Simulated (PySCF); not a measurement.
The PySCF input:
```python
from pyscf import gto, scf

mol = gto.Mole()
mol.atom = '''
    C    -0.000000   -0.000000    0.000000
    H    -0.706400   -0.282000   -0.768700
    H     0.115100    1.075200    0.007000
    H    -0.364700   -0.329700    0.963100
    H     1.195000   -0.579375   -0.251750
'''
mol.basis = '6-311g**'
mol.charge = 0
mol.spin = 2
mol.verbose = 4
mol.build()

mf = scf.UHF(mol)
mf.kernel()
mo_i, mo_e, stable_i, stable_e = mf.stability(internal=True, external=True, return_status=True, nroots=6, tol=1e-6)
print('internally stable:', stable_i, ' externally stable:', stable_e)
if not stable_i:
    umf = mf.copy()
    umf.scf_summary = {}
    umf.kernel(umf.make_rdm1(mo_i, mf.mo_occ))
```

**Question.** Give the total energy at the level PySCF with HF/6-311G**.

**Answer.** -39.913006 Ha

**Question.** Estimate the Mulliken (on the basis functions themselves) charges in atom order that HF/6-311G** returns for this input.

**Answer.** C1 -0.13, H2 0.12, H3 0.12, H4 0.12, H5 -0.24

**Question.** Predict the dipole moment from HF/6-311G**.

**Answer.** 2.25 D

**Question.** Predict the HOMO energy from HF/6-311G**.

**Answer.** -5.53 eV

**Question.** Estimate the <S^2> that HF/6-311G** returns for this input.

**Answer.** 2.008

**Question.** What is the computed nuclear repulsion energy (HF/6-311G**)?

**Answer.** 12.8531 Eh

These values belong to the state on which the SCF converged, which isn't shown to be the lowest.
